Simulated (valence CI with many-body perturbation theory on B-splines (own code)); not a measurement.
# E1 line list for Cs XLIX

Computed by relativistic CI+MBPT: five valence electrons over a frozen Dirac-Fock core [He], radial functions for each j: 11 s, 11 p, 10 d, 8 f, 5 g, 2 h, with the one-electron correlation potential Σ1, the two-electron term Σ2, the three-electron term Σ3, Breit, model QED; selected CI, second order for the rest, scaled by the run's own slope (own B-spline code, finite nucleus).

The last digits are not significant, and no measured levels were compared; by estimate large intervals hold to a few tenths of a per cent, small ones and those within an open d or f shell to about a per cent. Among the levels kept, up to 7300 cm⁻¹ of a level comes from second order outside the variational space, and about a tenth of that is noise between levels of different J, which matters for small intervals.

Lines 1 to 50 of 600 in falling wavelength, among levels below 6171.8 eV, chosen from the strongest by gf and those to the six lowest levels. Wavelengths and rates use the calculated energies. Electric multipoles are in the length gauge, E1 and E2 with the static RPA response of the core. Weak lines are less certain than strong ones. Lines between different terms over intervals too small for the method are left out, as are lines whose strength nearly cancels. The highest levels of a list are the least certain.

Levels are named by their leading jj configuration (3d3/2^4 stands for four electrons in 3d with j = 3/2), which in mixed levels can hold well under half, so a name can repeat and another be missing. Letters in brackets count levels of one name in rising energy.

| λ vac (nm) | Upper | Lower | A (s⁻¹) | log gf | Branch % |
| --- | --- | --- | --- | --- | --- |
| 19.63 | (2s^2 2p1/2 2p3/2 3p1/2) J=5/2 | (2s^2 2p1/2 2p3/2 3s) J=3/2 [b] | 2.29e+09 | -1.10 | 0.4 |
| 19.57 | (2p1/2^2 2p3/2^2 3p1/2) J=3/2 | (2p1/2^2 2p3/2^2 3s) J=5/2 | 3.26e+09 | -1.13 | 0.0 |
| 18.34 | (2p1/2^2 2p3/2^2 3p1/2) J=5/2 | (2p1/2^2 2p3/2^2 3s) J=5/2 | 2.87e+09 | -1.06 | 0.0 |
| 18.32 | (2s^2 2p1/2 2p3/2 3p1/2) J=5/2 | (2s^2 2p1/2 2p3/2 3s) J=5/2 | 2.85e+09 | -1.06 | 0.5 |
| 17.69 | (2s 2p1/2 2p3/2^2 3p1/2) J=3/2 [a] | (2s 2p1/2 2p3/2^2 3s) J=5/2 [a] | 5.21e+09 | -1.01 | 0.0 |
| 16.45 | (2s^2 2p3/2^2 3p1/2) J=5/2 | (2s^2 2p3/2^2 3s) J=3/2 | 4.14e+09 | -1.00 | 0.3 |
| 15.55 | (2s^2 2p3/2^2 3p1/2) J=3/2 | (2s^2 2p3/2^2 3s) J=5/2 | 6.16e+09 | -1.05 | 0.4 |
| 15.51 | (2s 2p1/2 2p3/2^2 3p1/2) J=5/2 [a] | (2s 2p1/2 2p3/2^2 3s) J=5/2 [a] | 4.62e+09 | -1.00 | 0.0 |
| 15.22 | (2s 2p3/2^3 3p1/2) J=3/2 | (2s 2p3/2^3 3s) J=5/2 | 8.86e+09 | -0.91 | 0.0 |
| 14.94 | (2s^2 2p3/2^2 3p1/2) J=5/2 | (2s^2 2p3/2^2 3s) J=5/2 | 4.11e+09 | -1.08 | 0.3 |
| 14.92 | (2s^2 2p3/2^2 3d5/2) J=9/2 | (2s 2p1/2 2p3/2^2 3s) J=7/2 | 2.17e+09 | -1.14 | 8.1 |
| 14.56 | (2s 2p1/2 2p3/2^2 3p1/2) J=7/2 | (2s^2 2p3/2^2 3p3/2) J=7/2 | 2.80e+09 | -1.15 | 0.0 |
| 14.43 | (2s 2p1/2 2p3/2^2 3p1/2) J=5/2 [b] | (2s 2p1/2 2p3/2^2 3s) J=7/2 | 6.85e+09 | -0.89 | 0.0 |
| 13.78 | (2s 2p1/2 2p3/2^2 3p1/2) J=3/2 [e] | (2s 2p1/2 2p3/2^2 3s) J=5/2 [c] | 8.46e+09 | -1.02 | 0.0 |
| 13.34 | (2s^2 2p1/2 2p3/2 3p1/2) J=3/2 [b] | (2s^2 2p1/2 2p3/2 3s) J=5/2 | 1.02e+10 | -0.96 | 0.6 |
| 12.83 | (2s 2p1/2^2 2p3/2 3d5/2) J=9/2 | (2s 2p1/2^2 2p3/2 3p3/2) J=7/2 | 1.61e+10 | -0.40 | 48.7 |
| 12.79 | (2s 2p1/2 2p3/2^2 3d5/2) J=7/2 [b] | (2s 2p1/2 2p3/2^2 3p3/2) J=5/2 [b] | 7.84e+09 | -0.81 | 0.0 |
| 12.77 | (2s^2 2p3/2^2 3d5/2) J=5/2 [a] | (2s^2 2p3/2^2 3p3/2) J=3/2 [a] | 8.46e+09 | -0.91 | 0.0 |
| 12.76 | (2s 2p1/2 2p3/2^2 3d5/2) J=9/2 [a] | (2s 2p1/2 2p3/2^2 3p3/2) J=7/2 [a] | 1.53e+10 | -0.43 | 7.4 |
| 12.76 | (2s 2p1/2 2p3/2^2 3d5/2) J=5/2 [c] | (2s 2p1/2 2p3/2^2 3p3/2) J=3/2 [c] | 7.11e+09 | -0.98 | 0.0 |
| 12.73 | (2s 2p1/2 2p3/2^2 3d5/2) J=11/2 | (2s 2p1/2 2p3/2^2 3p3/2) J=9/2 | 1.63e+10 | -0.32 | 9.0 |
| 12.65 | (2s 2p1/2 2p3/2^2 3d5/2) J=7/2 [e] | (2s 2p1/2 2p3/2^2 3p3/2) J=5/2 [e] | 1.33e+10 | -0.59 | 0.0 |
| 12.57 | (2s 2p1/2^2 2p3/2 3d5/2) J=3/2 [b] | (2s 2p1/2^2 2p3/2 3p3/2) J=1/2 [b] | 1.11e+10 | -0.98 | 0.0 |
| 12.48 | (2s 2p1/2 2p3/2^2 3d5/2) J=9/2 [b] | (2s 2p1/2 2p3/2^2 3p3/2) J=7/2 [b] | 1.36e+10 | -0.50 | 1.6 |
| 12.45 | (2s 2p1/2 2p3/2^2 3d5/2) J=5/2 [b] | (2s 2p1/2 2p3/2^2 3p3/2) J=5/2 [b] | 5.63e+09 | -1.10 | 0.0 |
| 12.45 | (2s^2 2p1/2 2p3/2 3d5/2) J=7/2 [b] | (2s^2 2p1/2 2p3/2 3p3/2) J=5/2 [b] | 1.06e+10 | -0.70 | 0.0 |
| 12.34 | (2s 2p1/2 2p3/2^2 3d5/2) J=7/2 [d] | (2s 2p1/2 2p3/2^2 3p3/2) J=5/2 [d] | 1.38e+10 | -0.60 | 0.0 |
| 12.34 | (2s 2p1/2 2p3/2^2 3d5/2) J=5/2 [a] | (2s 2p1/2 2p3/2^2 3p3/2) J=3/2 [a] | 7.83e+09 | -0.97 | 0.0 |
| 12.32 | (2s 2p1/2 2p3/2^2 3d5/2) J=7/2 [a] | (2s 2p1/2 2p3/2^2 3p3/2) J=5/2 [a] | 1.22e+10 | -0.65 | 0.1 |
| 12.28 | (2s 2p1/2 2p3/2^2 3d5/2) J=5/2 [d] | (2s 2p1/2 2p3/2^2 3p3/2) J=3/2 [d] | 1.32e+10 | -0.75 | 0.0 |
| 12.28 | (2s 2p1/2 2p3/2^2 3d5/2) J=5/2 [f] | (2s 2p1/2 2p3/2^2 3p3/2) J=3/2 [f] | 1.12e+10 | -0.82 | 0.0 |
| 12.27 | (2s 2p1/2^2 2p3/2 3d5/2) J=5/2 [b] | (2s 2p1/2^2 2p3/2 3p3/2) J=3/2 [b] | 1.50e+10 | -0.69 | 0.0 |
| 12.22 | (2s 2p1/2^2 2p3/2 3d5/2) J=7/2 [b] | (2s 2p1/2^2 2p3/2 3p3/2) J=5/2 [b] | 1.78e+10 | -0.50 | 0.0 |
| 12.18 | (2s^2 2p1/2 2p3/2 3d5/2) J=9/2 | (2s^2 2p1/2 2p3/2 3p3/2) J=7/2 | 1.74e+10 | -0.41 | 69.0 |
| 12.16 | (2s^2 2p3/2^2 3d5/2) J=7/2 | (2s^2 2p3/2^2 3p3/2) J=5/2 | 1.20e+10 | -0.67 | 0.2 |
| 12.10 | (2s 2p1/2 2p3/2^2 3d5/2) J=9/2 [c] | (2s 2p1/2 2p3/2^2 3p3/2) J=7/2 [c] | 1.84e+10 | -0.39 | 0.7 |
| 12.08 | (2s 2p1/2^2 2p3/2 3d5/2) J=7/2 [a] | (2s 2p1/2^2 2p3/2 3p3/2) J=5/2 [a] | 1.27e+10 | -0.65 | 0.0 |
| 11.99 | (2s^2 2p1/2^2 3d5/2) J=5/2 | (2s^2 2p1/2^2 3p3/2) J=3/2 | 1.82e+10 | -0.63 | 0.0 |
| 11.98 | (2s 2p1/2 2p3/2^2 3d5/2) J=5/2 [e] | (2s 2p1/2 2p3/2^2 3p3/2) J=3/2 [e] | 1.27e+10 | -0.78 | 0.0 |
| 11.85 | (2s 2p1/2 2p3/2^2 3d5/2) J=7/2 [c] | (2s 2p1/2 2p3/2^2 3p3/2) J=5/2 [c] | 1.77e+10 | -0.53 | 0.0 |
| 11.58 | (2s^2 2p3/2^2 3d5/2) J=5/2 [b] | (2s^2 2p3/2^2 3p3/2) J=3/2 [b] | 1.52e+10 | -0.74 | 0.0 |
| 11.56 | (2s 2p1/2 2p3/2^2 3d3/2) J=5/2 [e] | (2s 2p1/2 2p3/2^2 3p3/2) J=3/2 [c] | 7.20e+09 | -1.06 | 0.0 |
| 11.52 | (2s 2p1/2^2 2p3/2 3d5/2) J=5/2 [a] | (2s 2p1/2^2 2p3/2 3p3/2) J=3/2 [a] | 1.28e+10 | -0.82 | 0.0 |
| 11.52 | (2s^2 2p1/2 2p3/2 3d5/2) J=7/2 [a] | (2s^2 2p1/2 2p3/2 3p3/2) J=5/2 [a] | 1.58e+10 | -0.60 | 0.1 |
| 11.39 | (2s 2p1/2^2 2p3/2 3d5/2) J=3/2 [a] | (2s 2p1/2^2 2p3/2 3p3/2) J=3/2 [a] | 9.08e+09 | -1.15 | 0.0 |
| 11.37 | (2s^2 2p3/2^2 3d5/2) J=9/2 | (2s^2 2p3/2^2 3p3/2) J=7/2 | 1.55e+10 | -0.52 | 58.1 |
| 11.36 | (2s^2 2p1/2 2p3/2 3d5/2) J=5/2 [a] | (2s^2 2p1/2 2p3/2 3p3/2) J=3/2 [a] | 1.24e+10 | -0.84 | 0.0 |
| 11.12 | (2s 2p1/2 2p3/2^2 3d5/2) J=3/2 [d] | (2s 2p1/2 2p3/2^2 3p3/2) J=1/2 [c] | 1.47e+10 | -0.96 | 0.0 |
| 10.98 | (2s^2 2p1/2 2p3/2 3d5/2) J=3/2 [a] | (2s^2 2p1/2 2p3/2 3p3/2) J=1/2 [a] | 1.01e+10 | -1.14 | 0.0 |
| 10.98 | (2s^2 2p1/2 2p3/2 3d5/2) J=5/2 [b] | (2s^2 2p1/2 2p3/2 3p3/2) J=3/2 [b] | 1.07e+10 | -0.93 | 0.0 |

(1) How does gf follow from A for the line at 12.27 nm?

## Answers

(1) gf = 1.4992 × (2J+1)_upper × A / σ², with σ = 815203 cm⁻¹ and 2J+1 = 6: gf = 0.203.
